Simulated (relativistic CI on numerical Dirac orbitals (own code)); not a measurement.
Ligand-field terms of d4

Computed with a parametric ligand-field model of a d^n configuration (Racah B and C, spin-orbit zeta, crystal field), exact diagonalisation.

Field parameters in Wybourne normalisation: Td as Oh with Dq negative (B⁴₀ = 21Dq, B⁴₄ = √(5/14) B⁴₀). The field is a parameter set, without covalency.

B = 820 cm⁻¹, C = 3370 cm⁻¹ (C/B = 4.11), Td, no spin-orbit coupling. Tanabe-Sugano data, E/B above the lowest term (Δ = |10Dq|; b, c mark the second and third term of a kind):

| Δ/B | 5T2 | 5E | 3T1 | 3T2 | 3T1(b) | 1A1 | 1T1 |
| --- | --- | --- | --- | --- | --- | --- | --- |
| 1.0 | 0.00 | 1.00 | 20.18 | 20.50 | 21.13 | 29.79 | 30.23 |
| 2.8 | 0.00 | 2.80 | 19.18 | 20.29 | 21.44 | 27.08 | 28.86 |
| 4.6 | 0.00 | 4.60 | 17.81 | 19.79 | 21.46 | 24.01 | 27.31 |
| 6.4 | 0.00 | 6.40 | 16.29 | 19.05 | 21.47 | 20.78 | 25.68 |
| 8.2 | 0.00 | 8.20 | 14.71 | 18.11 | 21.48 | 17.50 | 24.02 |
| 10.0 | 0.00 | 10.00 | 13.09 | 17.01 | 21.49 | 14.14 | 22.34 |
| 11.8 | 0.00 | 11.80 | 11.43 | 15.79 | 21.49 | 10.75 | 20.63 |
| 13.6 | 0.00 | 13.60 | 9.77 | 14.49 | 21.50 | 7.35 | 18.92 |
| 15.4 | 0.00 | 15.40 | 8.08 | 13.11 | 21.51 | 3.91 | 17.19 |
| 17.2 | 0.00 | 17.20 | 6.39 | 11.68 | 21.51 | 0.47 | 15.47 |
| 19.0 | 3.00 | 22.00 | 7.68 | 13.19 | 24.52 | 0.00 | 16.72 |
| 20.8 | 6.49 | 27.29 | 9.45 | 15.15 | 28.01 | 0.00 | 18.46 |

The ground term changes from 5T2 to 1A1 between Δ/B = 17.2 and 19.0.
